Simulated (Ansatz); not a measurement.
`C[SiH](C)C` + `O[Si]1(F)CO1` → `CO[Si]1(F)CO1` + `C[SiH2]C`  (substitution at a C–Si bond)

Isolated molecules relaxed with PBE0-D4/def2-TZVP in Ansatz; ΔE leaves out vibrations. CCSD(T)/CBS is the MP2 limit (def2-TZVPP, def2-QZVPP) plus CCSD(T) − MP2 in def2-TZVPP, frozen cores. Functionals use def2-TZVPP. B3LYP here is the variant with VWN-RPA as its local correlation; programs differ in this. Each species was taken in one conformer, which may not be the lowest.

```json
{"level": "PBE-D4", "ΔE (kcal/mol)": "23.7", "difference from CCSD(T)/CBS": "-0.9"}
{"level": "r2SCAN-D4", "ΔE (kcal/mol)": "24.4", "difference from CCSD(T)/CBS": "-0.2"}
{"level": "PBE0-D4", "ΔE (kcal/mol)": "24.1", "difference from CCSD(T)/CBS": "-0.5"}
{"level": "B3LYP-D4", "ΔE (kcal/mol)": "22.3", "difference from CCSD(T)/CBS": "-2.3"}
{"level": "ωB97X-V", "ΔE (kcal/mol)": "22.6", "difference from CCSD(T)/CBS": "-2.0"}
{"level": "ωB97M-V", "ΔE (kcal/mol)": "24.1", "difference from CCSD(T)/CBS": "-0.5"}
{"level": "PBE", "ΔE (kcal/mol)": "23.3", "difference from CCSD(T)/CBS": "-1.3"}
{"level": "r2SCAN", "ΔE (kcal/mol)": "24.3", "difference from CCSD(T)/CBS": "-0.3"}
{"level": "B3LYP", "ΔE (kcal/mol)": "21.7", "difference from CCSD(T)/CBS": "-2.9"}
{"level": "HF/def2-TZVPP", "ΔE (kcal/mol)": "19.9", "difference from CCSD(T)/CBS": "-4.7"}
{"level": "SCS-MP2/def2-TZVPP", "ΔE (kcal/mol)": "23.6", "difference from CCSD(T)/CBS": "-1.0"}
{"level": "HF/def2-QZVPP", "ΔE (kcal/mol)": "19.8", "difference from CCSD(T)/CBS": "-4.8"}
{"level": "MP2/def2-QZVPP", "ΔE (kcal/mol)": "26.1", "difference from CCSD(T)/CBS": "1.5"}
{"level": "SCS-MP2/def2-QZVPP", "ΔE (kcal/mol)": "24.0", "difference from CCSD(T)/CBS": "-0.6"}
{"level": "HF/CBS(def2)", "ΔE (kcal/mol)": "19.8", "difference from CCSD(T)/CBS": "-4.8"}
{"level": "CCSD/CBS(def2)", "ΔE (kcal/mol)": "24.3", "difference from CCSD(T)/CBS": "-0.3"}
{"level": "CCSD(T)/CBS", "ΔE (kcal/mol)": "24.6", "difference from CCSD(T)/CBS": "0"}
```

Largest T1 diagnostic among the species: 0.013.

In def2-TZVPP, CCSD(T) changes the Hartree–Fock value by +4.0 kcal/mol (the triples alone add +0.3 kcal/mol) and MP2 by +5.9 kcal/mol.
